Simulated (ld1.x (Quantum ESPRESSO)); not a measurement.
**Before and after: TM potential for Cl (Z = 17)**

Cl (Z = 17), norm-conserving Troullier–Martins (Kleinman–Bylander form), made with ld1.x (Quantum ESPRESSO) 7.5 (PBE, scalar-relativistic). Core [Ne], reference 3s2 3p5. Waves: 3p (bound): rc 1.45 bohr; 3s (bound): rc 0.95 bohr. Local part: the s channel. Core correction: a·sin(br)/r model core, default radius (core density twice the valence density).

Change: all radii but the core radius scaled by about 0.88 (s 0.84, p 1.28 bohr).

Cutoffs: the cutoffs (Ry, on a coarse ladder) from which the occupation-weighted sum of valence levels, in a spherical-Bessel basis at the reference potential, stays within 10 and 1 mRy of its value at 400 Ry; they do not see the model core or the augmentation charge, which bear on the density cutoff. Errors are all-electron minus pseudo energies relative to the spin-unpolarised reference configuration.

Q: What does the change do?

A: Of the 7 tests that both files solve, the error grows in 6 and shrinks in 0 by more than 15 % and 0.3 meV (median size 5.9 → 14.0 meV); neither file shows a bound ghost. That the errors move this way runs against the usual rule that smaller radii transfer better.

| quantity | base | changed |
| --- | --- | --- |
| cutoff, loose | 140 Ry | 260 Ry |
| cutoff, tight | 260 Ry | over 300 Ry |
| loose cutoff by channel (10 mRy a level) | p 12 Ry, s 90 Ry | p 12 Ry, s 160 Ry |
| bound ghosts | none | none |
| error for 3s2 3p4, meV [ΔE 13.88 eV] | +4.8 | +7.7 |
| error for 3s2 3p3, meV [ΔE 39.32 eV] | +35 | +52 |
| error for 3s2 3p2, meV [ΔE 77.63 eV] | +117 | +175 |
| error for 3s1 3p5, meV [ΔE 26.58 eV] | +5.9 | +14 |
| error for 3s2 3p4.5, meV [ΔE 5.58 eV] | +0.6 | +1.2 |
| error for 3s2 3p1, meV [ΔE 129.87 eV] | +288 | +433 |
| error for 3s2 3p5.3, meV [ΔE -2.14 eV] | +0.4 | +0.6 |
